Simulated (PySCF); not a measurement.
C₃HBrClF, SMILES FC=C=C(Cl)Br. Heavy atoms are numbered as in [F:1][CH:2]=[C:3]=[C:4]([Cl:5])[Br:6]. Hydrogens are named by the atom that carries them.

Geometry: B3LYP-D3(BJ)/def2-SVP. The structure was generated by enumeration, and PubChem lists no compound with its InChIKey, so it may never have been made.

The numbers are results of PySCF with HF/pcSseg-1, not measurements.

GIAO shieldings, no solvent; atoms alike by connectivity are averaged. δ = σ(ref) − σ: ¹⁹F against CFCl3 (σ = 238.5 ppm); ¹³C against TMS (σ = 192.6 ppm); ³⁵Cl against HCl (σ = 958.2 ppm); ¹H against TMS (σ = 31.99 ppm), references at their B3LYP-D3(BJ)/def2-TZVP geometries, non-relativistic (without spin–orbit terms, shifts of atoms bonded to Cl or Br come out too high).

Computed chemical shifts:
| nucleus | atoms | count | δ (ppm) |
|---|---|---|---|
| ¹⁹F | F1 | 1 | -130.2 |
| ¹³C | C3 | 1 | 210.9 |
| ¹³C | C2 (CH) | 1 | 136.8 |
| ¹³C | C4 | 1 | 117.3 |
| ³⁵Cl | Cl5 | 1 | 300.5 |
| ¹H | H on C2 | 1 | 7.78 |
